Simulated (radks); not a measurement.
Results of a calculation; reference values are marked as such.
Task: Ionisation of the nickel ion Ni3+, [Ar] 3d7, to Ni4+, [Ar] 3d6, under several functionals. Scalar-relativistic Kohn-Sham, spin-polarised, spherical densities, point nucleus; open shells are filled with parallel spins first; a radial shooting solver on a logarithmic mesh with Libxc functionals. The NIST Atomic Spectra Database gives 54.9 eV (semi-empirical). Rank these functionals by the error of their Delta-SCF ionisation energy: LDA (Slater exchange, Perdew-Wang correlation); PW91; AM05.

Result: From best to worst: AM05 55.055 eV (+0.135); PW91 55.214 eV (+0.294); LDA (Slater exchange, Perdew-Wang correlation) 55.496 eV (+0.576). Open shells are spherical and high-spin; term and fine-structure splittings are not resolved.
